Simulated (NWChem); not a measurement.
# CH4OSSe; SMILES CO[Se]S

```xyz
8

Se     0.7430     0.0306     0.0004
O     -0.1409    -1.4166    -0.6109
C     -1.0535    -2.0094     0.2791
H     -1.9109    -1.3439     0.4884
H     -1.4339    -2.9151    -0.2176
H     -0.5837    -2.2956     1.2373
S     -0.7678     1.6132    -0.0461
H     -1.2438     1.4819     1.2166
```
Atoms are numbered in this order, from 1.

Geometry: optimised at PBE0/def2-SVP.

Spin-orbit effects, on the heavy nuclei and on their neighbours, are missing.

Give the principal values of the shielding tensors (ppm) of Se1, O2, C3, S7 from BHandHLYP/pcSseg-1, GIAO (NWChem), with their diamagnetic and paramagnetic parts as GIAO splits them.


```json
[
 {"atom": "Se1", "σ11": "-750.4", "σ22": "219.3", "σ33": "1448.5", "isotropic": "305.8", "diamagnetic": "2995.7", "paramagnetic": "-2689.9"},
 {"atom": "O2", "σ11": "164.4", "σ22": "333.2", "σ33": "441.1", "isotropic": "312.9", "diamagnetic": "396.3", "paramagnetic": "-83.4"},
 {"atom": "C3", "σ11": "83.9", "σ22": "107.7", "σ33": "179.9", "isotropic": "123.8", "diamagnetic": "246.0", "paramagnetic": "-122.2"},
 {"atom": "S7", "σ11": "243.3", "σ22": "552.0", "σ33": "698.3", "isotropic": "497.9", "diamagnetic": "1054.4", "paramagnetic": "-556.5"}
]
```
